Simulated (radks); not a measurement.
Values are calculated unless marked as measured or tabulated.
These are the eigenvalues of the occupied orbitals of an atom or ion with whole-number occupations (eV). Code: a radial shooting solver on a logarithmic mesh with Libxc functionals. Model: scalar-relativistic Kohn-Sham, PBE, spin-unpolarised, spherical densities, point nucleus.

| orbital | eigenvalue |
|---|---|
| 1s | -83252.57 |
| 2s | -14806.93 |
| 2p | -12774.66 |
| 3s | -3561.785 |
| 3p | -2974.749 |
| 3d | -2357.883 |
| 4s | -832.1619 |
| 4p | -639.7170 |
| 4d | -411.5640 |
| 5s | -178.9632 |
| 4f | -158.5441 |
| 5p | -126.0804 |
| 5d | -65.2701 |
| 6d | -24.2264 |

Which element is it, and in what charge state? The configuration may be excited.

Answer. Z = 80, mercury, charge +4: Hg4+ in [Kr] 4d10 4f14 5s2 5p5 5d8 6d1. The list shows which subshells hold electrons but not how many an open one holds; the 1s level, -3059.5 hartree, gives Z - s = 78.2 by -(Z - s)^2/2, which with screening and relativity narrows Z to a few neighbours, and the depths of the outer levels then fix element, charge and occupations together.
